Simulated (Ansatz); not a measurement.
Geometry optimisation, RKS r2SCAN-D4/STO-3G in Ansatz.

Input file:

```yaml
crystal:
  periodic: [false, false, false]
  atoms:
    - { symbol: Si, position_ang: [0.0, 0.0, 0.0] }
    - { symbol: H, position_ang: [0.0, 0.0, 1.46] }
    - { symbol: Si, position_ang: [2.0935, 0.0, -0.7393] }
    - { symbol: H, position_ang: [2.5508, -1.3762, -0.9079] }
    - { symbol: H, position_ang: [2.1573, 0.6939, -2.0222] }
    - { symbol: H, position_ang: [2.951, 0.6823, 0.2255] }
    - { symbol: Si, position_ang: [-1.0456, 1.8115, -0.7393] }
    - { symbol: H, position_ang: [-2.4302, 1.478, -1.0607] }
    - { symbol: H, position_ang: [-1.0215, 2.8436, 0.2931] }
    - { symbol: H, position_ang: [-0.3743, 2.3069, -1.9374] }
    - { symbol: Cl, position_ang: [-1.0032, -1.7381, -0.7093] }
basis:
  gaussian: { orbitals: STO-3G }
hamiltonian:
  xc: r2scan
  dispersion: d4
relax:
  f_tol: 0.02
  max_steps: 40
output:
  orbitals: {}
```

Run as:

```bash
$ ansatz run input.yaml --threads 1 --pin off --max-ram 2048MiB --backend cpu --events-out ev --progress --plain --runs-dir out
```

Task: Where does it end, and by what steps?

Result: The run converged. The force dipped under the threshold on the way, but the program's further checks kept it going. Limits of this set-up: minimal basis. After 11 steps the energy has fallen by 0.145 eV; H8 moved furthest, 0.75 Å.

```
step  energy less start (eV)  largest force component (eV/Å)  accepted
   0                  0.0000                           0.898       yes
   1                 -0.0449                           0.435       yes
   2                 -0.1098                           0.148       yes
   3                 -0.1235                           0.045       yes
   4                 -0.1251                           0.331       yes
   5                 -0.1389                           0.149       yes
   6                 -0.1422                           0.015       yes
   7                 -0.1429                           0.139       yes
   8                 -0.1440                           0.076       yes
   9                 -0.1449                           0.004       yes
  10                 -0.1451                           0.014       yes
  11                 -0.1451                           0.017       yes
```

```xyz
11
Properties=species:S:1:pos:R:3
Si -0.016 -0.028 -0.179
H -0.216 -0.366 1.220
Si 2.195 -0.029 -0.658
H 2.800 -1.292 -0.301
H 2.414 0.218 -2.065
H 2.841 1.023 0.095
Si -1.125 1.880 -0.677
H -2.533 1.753 -0.375
H -0.578 2.962 0.113
H -0.971 2.214 -2.075
Cl -0.933 -1.633 -1.235
```

Time of the run: 42 s on 1 thread of Arm Neoverse V2 (shared host), peak memory 0.13 GiB.
